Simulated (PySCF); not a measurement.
Br₂, triplet, geometry from GFN2-xTB (a higher spin typed on purpose: for a closed-shell molecule this is an excited state); R2SCAN/STO-3G (PySCF).

PySCF was given this input:
```python
from pyscf import gto, scf, dft

mol = gto.M(
    atom='''
Br   -0.00000000   -0.00000000   -1.42665696
Br    0.00000000    0.00000000    1.42665696
''',
    basis='sto-3g',
    spin=2,
    verbose=4,
)

mf = dft.UKS(mol)
mf.xc = 'r2scan'
mf.kernel()
```

Output, abridged:

```
PySCF version 2.14.0

[INPUT] verbose = 4
[INPUT] num. atoms = 2
[INPUT] num. electrons = 70
[INPUT] charge = 0
[INPUT] spin (= nelec alpha-beta = 2S) = 2
[INPUT] symmetry False subgroup None
[INPUT] Mole.unit = angstrom
[INPUT] Symbol           X                Y                Z      unit          X                Y                Z       unit  Magmom
[INPUT]  1 Br     0.000000000000   0.000000000000  -1.426656960000 AA    0.000000000000   0.000000000000  -2.695990928105 Bohr   0.0
[INPUT]  2 Br     0.000000000000   0.000000000000   1.426656960000 AA    0.000000000000   0.000000000000   2.695990928105 Bohr   0.0

nuclear repulsion = 227.189191779151
number of shells = 16
number of NR pGTOs = 108
number of NR cGTOs = 36
basis = sto-3g
ecp = {}

******** <class 'pyscf.dft.uks.UKS'> ********
method = UKS
initial guess = minao
damping factor = 0
level_shift factor = 0
DIIS = <class 'pyscf.scf.diis.CDIIS'>
diis_start_cycle = 1
diis_space = 8
diis_damp = 0
SCF conv_tol = 1e-09
SCF conv_tol_grad = None
SCF max_cycles = 50
direct_scf = True
direct_scf_tol = 1e-13
number electrons alpha = 36  beta = 34
XC library pyscf.dft.libxc version 7.1.2
    S. Lehtola, C. Steigemann, M. J. T. Oliveira, and M. A. L. Marques,  SoftwareX 7, 1–5 (2018)
XC functionals = r2scan
    J. W. Furness, A. D. Kaplan, J. Ning, J. P. Perdew, and J. Sun,  J. Phys. Chem. Lett. 11, 8208–8215 (2020)
    J. W. Furness, A. D. Kaplan, J. Ning, J. P. Perdew, and J. Sun,  J. Phys. Chem. Lett. 11, 9248–9248 (2020)
    J. W. Furness, A. D. Kaplan, J. Ning, J. P. Perdew, and J. Sun,  J. Phys. Chem. Lett. 11, 8208–8215 (2020)
    J. W. Furness, A. D. Kaplan, J. Ning, J. P. Perdew, and J. Sun,  J. Phys. Chem. Lett. 11, 9248–9248 (2020)
radial grids:
    Treutler-Ahlrichs [JCP 102, 346 (1995); DOI:10.1063/1.469408] (M4) radial grids

becke partition: Becke, JCP 88, 2547 (1988); DOI:10.1063/1.454033
pruning grids: <function nwchem_prune>
grids dens level: 3
symmetrized grids: False
atomic radii adjust function: <function treutler_atomic_radii_adjust>
small_rho_cutoff = 0
Set gradient conv threshold to 3.16228e-05
tot grids = 40848
init E= -5085.09374155128
cycle= 1 E= -5092.10699320778  delta_E= -7.01  |g|= 0.0815  |ddm|= 1.49
cycle= 2 E= -5092.10903150155  delta_E= -0.00204  |g|= 0.00313  |ddm|= 1.67
cycle= 3 E= -5092.10904878562  delta_E= -1.73e-05  |g|= 0.000572  |ddm|= 1.67
cycle= 4 E= -5092.10904901367  delta_E= -2.28e-07  |g|= 0.00041  |ddm|= 1.67
cycle= 5 E= -5092.109049036  delta_E= -2.23e-08  |g|= 0.000265  |ddm|= 0.0136
cycle= 6 E= -5092.10904902247  delta_E= 1.35e-08  |g|= 0.000473  |ddm|= 1.67
cycle= 7 E= -5092.10904902263  delta_E= -1.59e-10  |g|= 0.000473  |ddm|= 0.000245
cycle= 8 E= -5092.10904901458  delta_E= 8.05e-09  |g|= 0.000455  |ddm|= 0.0203
cycle= 9 E= -5092.10904900934  delta_E= 5.24e-09  |g|= 0.00049  |ddm|= 0.00441
cycle= 10 E= -5092.10904900905  delta_E= 2.92e-10  |g|= 0.000496  |ddm|= 0.00373
cycle= 11 E= -5092.10904902041  delta_E= -1.14e-08  |g|= 0.000401  |ddm|= 1.67
cycle= 12 E= -5092.10904901137  delta_E= 9.04e-09  |g|= 0.00047  |ddm|= 0.000668
cycle= 13 E= -5092.10904902208  delta_E= -1.07e-08  |g|= 0.000371  |ddm|= 1.67
cycle= 14 E= -5092.10904902742  delta_E= -5.34e-09  |g|= 0.000327  |ddm|= 0.00112
cycle= 15 E= -5092.10904903425  delta_E= -6.83e-09  |g|= 0.000259  |ddm|= 0.00117
cycle= 16 E= -5092.10904902026  delta_E= 1.4e-08  |g|= 0.000389  |ddm|= 1.67
cycle= 17 E= -5092.10904901089  delta_E= 9.37e-09  |g|= 0.000459  |ddm|= 0.000357
cycle= 18 E= -5092.1090490003  delta_E= 1.06e-08  |g|= 0.000528  |ddm|= 0.000114
cycle= 19 E= -5092.10904898183  delta_E= 1.85e-08  |g|= 0.000632  |ddm|= 0.000178
cycle= 20 E= -5092.10904897908  delta_E= 2.75e-09  |g|= 0.000645  |ddm|= 0.000138
cycle= 21 E= -5092.1090489903  delta_E= -1.12e-08  |g|= 0.000587  |ddm|= 0.00026
cycle= 22 E= -5092.10904899017  delta_E= 1.31e-10  |g|= 0.000588  |ddm|= 4.79e-05
cycle= 23 E= -5092.10904900725  delta_E= -1.71e-08  |g|= 0.000472  |ddm|= 1.67
cycle= 24 E= -5092.10904900724  delta_E= 1.18e-11  |g|= 0.000472  |ddm|= 5.96e-06
cycle= 25 E= -5092.10904900715  delta_E= 8.73e-11  |g|= 0.000472  |ddm|= 0.000191
cycle= 26 E= -5092.1090490073  delta_E= -1.52e-10  |g|= 0.000472  |ddm|= 0.000278
cycle= 27 E= -5092.10904900738  delta_E= -7.46e-11  |g|= 0.000472  |ddm|= 0.000131
cycle= 28 E= -5092.1090490073  delta_E= 8e-11  |g|= 0.000472  |ddm|= 4.2e-05
cycle= 29 E= -5092.10904875733  delta_E= 2.5e-07  |g|= 0.000588  |ddm|= 0.0086
cycle= 30 E= -5092.10904899838  delta_E= -2.41e-07  |g|= 0.000297  |ddm|= 1.62
cycle= 31 E= -5092.10904903539  delta_E= -3.7e-08  |g|= 0.000365  |ddm|= 1.66
cycle= 32 E= -5092.1090490615  delta_E= -2.61e-08  |g|= 0.000455  |ddm|= 1.67
cycle= 33 E= -5092.10904879972  delta_E= 2.62e-07  |g|= 0.000352  |ddm|= 1.54
cycle= 34 E= -5092.10904873265  delta_E= 6.71e-08  |g|= 0.000379  |ddm|= 1.21
cycle= 35 E= -5092.10904893777  delta_E= -2.05e-07  |g|= 0.000305  |ddm|= 0.26
cycle= 36 E= -5092.10904891007  delta_E= 2.77e-08  |g|= 0.000328  |ddm|= 1.28
cycle= 37 E= -5092.10904899573  delta_E= -8.57e-08  |g|= 0.000345  |ddm|= 0.136
cycle= 38 E= -5092.10904904085  delta_E= -4.51e-08  |g|= 0.000621  |ddm|= 0.196
cycle= 39 E= -5092.10904907392  delta_E= -3.31e-08  |g|= 0.000411  |ddm|= 1.67
cycle= 40 E= -5092.10904906079  delta_E= 1.31e-08  |g|= 0.000352  |ddm|= 0.0617
cycle= 41 E= -5092.10904905937  delta_E= 1.41e-09  |g|= 0.000347  |ddm|= 0.00485
cycle= 42 E= -5092.10904905151  delta_E= 7.86e-09  |g|= 0.0004  |ddm|= 0.00351
cycle= 43 E= -5092.10904903863  delta_E= 1.29e-08  |g|= 0.000516  |ddm|= 0.00816
cycle= 44 E= -5092.10904904112  delta_E= -2.5e-09  |g|= 0.000462  |ddm|= 1.67
cycle= 45 E= -5092.10904904072  delta_E= 4.02e-10  |g|= 0.000436  |ddm|= 0.00852
cycle= 46 E= -5092.10904904083  delta_E= -1.12e-10  |g|= 0.000486  |ddm|= 0.0155
cycle= 47 E= -5092.10904904054  delta_E= 2.97e-10  |g|= 0.000488  |ddm|= 9.91e-06
cycle= 48 E= -5092.10904904675  delta_E= -6.22e-09  |g|= 0.000444  |ddm|= 0.000294
cycle= 49 E= -5092.1090490539  delta_E= -7.15e-09  |g|= 0.000386  |ddm|= 0.000611
cycle= 50 E= -5092.10904904162  delta_E= 1.23e-08  |g|= 0.000473  |ddm|= 1.67
SCF not converged.
SCF energy = -5092.10904904162 after 50 cycles  <S^2> = 2  2S+1 = 3
```

The run did not converge; its last values are not results.
